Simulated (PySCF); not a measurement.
Gas-phase equilibrium of 1 mol NaCl, 53 mol H₂O at 800 K and 0.0100 bar, among 21 species (ClO, O₂, HCl, O, HO₂, H₂O, H, HOCl, Na, H₂O₂, O₃, Na₂, H₂, Na₂(OH)₂, NaCl, NaOH, Cl, Cl₂, Na₂O, Na₂Cl₂, OH). Only gases are allowed; each row takes one source of thermochemistry for all species, and Cantera finds the minimum.

Method: PySCF energies plus ideal-gas RRHO corrections (1 bar). The comparison is the NASA 1993 polynomial table, which mixes measured and estimated data. After a fit of one offset per element over all species, the range-separated, M06-2X, PBE0/def2-QZVP and CCSD(T)/def2-TZVPP enthalpies, where run, lie to one side of the table for NaOH (+16 kJ/mol): a fault of the table's entry, another state or a shared error of the levels is possible; this was not checked at source. S°(298 K) at PBE0/def2-TZVP differs from the NASA 1993 table for Na₂(OH)₂ (+8 J/mol/K), NaOH (+8 J/mol/K); whether the harmonic model or the table's entry is off was not settled. † marks an energy on the PBE0/def2-TZVP geometry and frequencies. Open shells (unrestricted) among the columns below: O₂ (multiplicity 3); the rest are closed-shell singlets. B3LYP is the form with VWN-RPA correlation. The harmonic model lacks anharmonicity and excited electronic states, which grow with temperature; levels with a mode under 35 cm⁻¹ are left out. Soft modes under 120 cm⁻¹ make the harmonic entropy rough for Na₂Cl₂. The table's entry may be an old estimate for Na₂(OH)₂, NaOH, Na₂Cl₂ (not checked at source).

Molecules larger than those listed are left out. Table species left out: NaH, NaO.

Mole fractions:

```tsv
thermochemistry	x H₂O	x Na₂Cl₂	x NaCl	x HCl	x Na₂(OH)₂	x NaOH	x H₂	x O₂
table	0.99	0.0090	0.00060	1.1e-6	7.2e-9	1.1e-6	8.1e-9	4.0e-9
B3LYP/def2-TZVP†	0.99	0.0089	0.00096	2.7e-6	9.7e-7	7.2e-7	1.8e-7	9.0e-8
BLYP/def2-TZVP†	0.99	0.0085	0.0016	6.7e-6	2.4e-6	1.8e-6	7.6e-7	3.8e-7
M06-2X/def2-TZVP†	0.99	0.0091	0.00040	1.2e-6	4.8e-7	2.6e-7	4.2e-8	2.1e-8
PBE/def2-TZVP†	0.99	0.0089	0.00087	3.5e-6	1.3e-6	8.7e-7	3.0e-7	1.5e-7
r2SCAN/def2-TZVP†	0.99	0.0091	0.00047	1.6e-6	5.9e-7	4.2e-7	2.9e-7	1.5e-7
ωB97X-V/def2-TZVP†	0.99	0.0091	0.00040	1.5e-6	5.6e-7	3.7e-7	1.4e-7	7.2e-8
```
The most sensitive of these is Na₂(OH)₂: it spans a factor of 10^2.5 over these rows; at this temperature one factor of ten is RT ln 10 = 15 kJ/mol.
